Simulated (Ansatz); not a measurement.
Which method gave which barrier?

Saddle point of Ge4H10ClF, singlet (Ge₄H₉Cl ([Cl][Ge]([GeH3])([GeH3])[GeH3]) + HF → Ge₄H₈ClF ([F][Ge]([GeH3])([GeH3])[GeH2][Cl]) + H₂; bonds formed: Ge1–F7, Ge2–Cl5, H6–H10; bonds broken: Ge1–Cl5, Ge2–H10, H6–F7), PBE0-D4/def2-TZVP structure:

Ge1  (-0.083, -0.213, -0.023)
Ge2  (0.263, 2.096, -0.191)
Ge3  (0.803, -1.605, -1.793)
Ge4  (-1.673, -0.983, 1.631)
Cl5  (-1.793, 0.990, -1.483)
H6  (1.749, 1.081, 1.074)
F7  (1.589, -0.164, 1.182)
H8  (-0.520, 3.096, 0.661)
H9  (0.972, 2.725, -1.391)
H10  (1.760, 2.029, 0.910)
H11  (1.806, -2.606, -1.203)
H12  (-0.373, -2.345, -2.440)
H13  (1.495, -0.700, -2.820)
H14  (-2.238, 0.242, 2.364)
H15  (-2.793, -1.729, 0.900)
H16  (-0.964, -1.916, 2.622)
(Å)

Computed with Ansatz 0.2.0 (basis: def2-TZVPP, with def2-QZVPP for the basis limit); correlated methods freeze the cores. Filled d shells of the heavier atoms are correlated. The def2 sets are not built for correlating such inner shells, so the correlated values are less sure here. B3LYP uses VWN-RPA correlation. Extrapolation: Hartree–Fock as exp(−7.88 √X), correlation as X^−2.97. Four methods, as single points on the PBE0-D4 structures, gave these electronic barriers from the start structure: 27.16, 33.14, 38.50, 52.29 kcal/mol.

**Question.** The methods were, in alphabetical order, B3LYP-D4, HF, MP2, PBE-D4. Which gave which? (A judgement: the text doesn't fix the answer.)

**Answer.** The calculation gives: PBE-D4 27.16; B3LYP-D4 33.14; MP2 38.50; HF 52.29 kcal/mol. For comparison, CCSD(T) at an estimated basis limit (MP2 extrapolated from triple and quadruple zeta, plus CCSD(T) − MP2 in triple zeta) gives 37.79 kcal/mol.

T1 diagnostic: at most 0.013.

Labels in which every atom is bracketed show which atoms are joined, not bond orders.

For scale, one of the runs: CCSD(T)/def2-TZVPP, 405 basis functions, launched by `ansatz run in.yaml --threads 4 --pin off --events-out ev --progress --plain --max-ram 41984MiB --backend cuda --devices 0, --max-vram 37GiB`. Time: 32 s of wall clock on 4 CPU threads of an AMD EPYC 7R13 and a share of one NVIDIA H100; the host was shared. Peak host memory: 1.9 GiB.
